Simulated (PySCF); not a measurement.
## Computed data sheet: `C/C=C(\Cl)C[SiH2]C(F)(F)F`

Compound: C₅H₈ClF₃Si.
Atom-mapped SMILES: `[CH3:1]/[CH:2]=[C:3](\[Cl:4])[CH2:5][SiH2:6][C:7]([F:8])([F:9])[F:10]` (hydrogens: H11, H12, H13 on C1; H14 on C2; H15, H16 on C5; H17, H18 on Si6)

Structural features include: C=C double bond, CF3 group, C–F bond, C–Cl bond, Si–H bond and C–Si bond.

From GFN2-xTB geometry:

```yaml
Point_group_of_the_GFN2-xTB_geometry: C1
Rotational_constants_A_B_C_of_the_GFN2-xTB_geometry: 2.100, 0.403, 0.371 GHz
```

From PBE0/pcSseg-1 ground state and GIAO shieldings, non-relativistic (PySCF):

```yaml
Dipole_moment: 3.06 D
HOMO_energy: -7.31 eV
LUMO_energy: -0.06 eV
HOMO–LUMO_gap: 7.25 eV
Lowest_Hirshfeld_atomic_charge: -0.16 e on C5
Highest_Hirshfeld_atomic_charge: +0.31 e on Si6
13C_chemical_shifts_computed_TMS_as_zero_by_class: 141.2 (C3), 138.7 (C7), 128.9 (C2), 27.5 (C5), 18.0 (C1) ppm
1H_chemical_shifts_computed_TMS_as_zero_by_class: 5.90 (H14), 4.57 (H17/H18), 2.52 (H15/H16), 1.98 (H11/H12/H13) ppm
Isotropic_shieldings_of_nuclei_other_than_C_and_H_by_class: 238 (F8/F9/F10), 381 (Si6), 718 (Cl4) ppm
Mayer_bond_orders_between_heavy_atoms: C1–C2 1.07, C2–C3 1.84, C3–Cl4 1.06, C3–C5 1.02, C5–Si6 0.89, Si6–C7 0.80, C7–F8 0.97, C7–F9 0.96, C7–F10 0.97
```

Monoisotopic mass from the formula: 188.0036 u.

 With B = h/(8π²I), that is 505.379 GHz u Å² over I, the principal moments of inertia are 240.6, 1253.8 and 1363.4 u Å² (most abundant isotopes); the inertial defect Ic − Ia − Ib is -131.0 u Å² (zero for a rigid planar frame, negative otherwise). In atomic units the dipole is 1.20 e·bohr (1 au = 2.5417 D). The rotational constants make it an asymmetric top with κ = (2B − A − C)/(A − C) = -0.96, nearer the prolate limit (−1).

Geometry: GFN2-xTB, one conformer, isolated molecule. GFN2-xTB frequencies show an imaginary mode (26i cm⁻¹), so this geometry is no minimum at that level. NMR classes are plain means over equivalent atoms (diastereotopic ones count apart unless rotation or inversion swaps them), as if these changed places fast; in this geometry the members of some classes differ.

The values belong to the conformer `[CH3:1]/[CH:2]=[C:3](\[Cl:4])[CH2:5][SiH2:6][C:7]([F:8])([F:9])[F:10]`: C2–C3–C5–Si6 -132°, C3–C5–Si6–C7 162°, C5–Si6–C7–F8 -116°.
